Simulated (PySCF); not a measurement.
Polarisability and C₆ of W⁺ (tungsten, charge +1)

[Xe] 4f14 5d4 6s1, high-spin 6D determinant. Computed with PySCF 2.14 in aug-cc-pVTZ-PP with one added diffuse shell each of s, p, d, f, g type with ECP60MDF (7s7p6d4f3g, 113 functions), with a scalar-relativistic core potential. Coupled (time-dependent) response in atomic units; α is the mean over directions.

| method | mean α (bohr³) | α xx, yy, zz | C₆ (like pair) | S(−4) |
| --- | --- | --- | --- | --- |
| BP86 | 34.98 | 34.28, 34.28, 36.38 | 299.5 | 498.6 |

S(−4) is the Cauchy moment in α(ω) = α(0) + S(−4) ω² + …

Spin-orbit coupling is absent.

α(iu) at BP86:

| u (hartree) | α(iu) (bohr³) |
| --- | --- |
| 0 | 34.98 |
| 0.0500 | 33.79 |
| 0.100 | 30.77 |
| 0.200 | 23.38 |
| 0.300 | 17.63 |
| 0.500 | 11.13 |
| 0.750 | 7.308 |
| 1.00 | 5.279 |
| 1.50 | 3.196 |
| 2.00 | 2.154 |
| 3.00 | 1.163 |
| 5.00 | 0.4863 |

A single London oscillator, α(iu) = α/(1 + u²/ω²), gives C₆ = (3/4) ω α². Matching the computed C₆ needs ω = 4 × 299.5 / (3 × 34.98²) = 0.326 hartree.

For an ion, C₆ is the dispersion term alone; charge-induced terms of lower order in 1/R come first.

The components differ because the open shell of this determinant is not spherical; for a pure term their mean is the scalar polarisability.

Energies and moments cover only the electrons outside the core potential. Spin-orbit coupling, absent here, splits the open shell strongly.
